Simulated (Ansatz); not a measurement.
```yaml
crystal:
  periodic: [false, false, false]
  atoms:
    - {symbol: N, position_ang: [-1.192448, 1.225527, -0.384071]}
    - {symbol: W, position_ang: [0.258377, 0.375956, 0.092899]}
    - {symbol: N, position_ang: [1.237987, -0.140403, -1.259279]}
    - {symbol: N, position_ang: [-0.313649, -1.233021, 1.014822]}
    - {symbol: Cl, position_ang: [1.518001, 1.757731, 1.434511]}
    - {symbol: H, position_ang: [-1.844618, 1.655950, -1.020544]}
    - {symbol: H, position_ang: [1.503182, -0.225371, -2.227892]}
    - {symbol: H, position_ang: [0.153852, -2.120944, 0.916126]}
    - {symbol: H, position_ang: [-1.232183, -1.341625, 1.416329]}
basis:
  gaussian: {orbitals: def2-SVP}
hamiltonian: {xc: {name: B3LYP5}}
scf: {lower_state_search: off}
outputs: {forces: true}
```

```sh
$ ansatz run in.yaml --threads 4 --pin off --events-out ev --progress --plain --max-ram 10444MiB
```

It prints (some lines left out):

```
Error: YAML parse error: error: line 17 column 1: unknown field `outputs`, expected one of crystal, accuracy, basis, kpoints, hamiltonian, magnetization, projection, total_charge, correlation, batch, efield, external_charges, scf, relax, neb, saddle, md, ramp, phonons, dielectric, real_time, elastic, magnetic_configurations, gw, evaluate, workflow, output, checkpoint, execution
15 | hamiltonian: {xc: {name: B3LYP5}}
16 | scf: {lower_state_search: off}
17 | outputs: {forces: true}
```

Task: What is wrong with this run?

Result: The input holds a key that doesn't belong there. The program refused the input.

B3LYP here is the variant with VWN-RPA as its local correlation; programs differ in this.
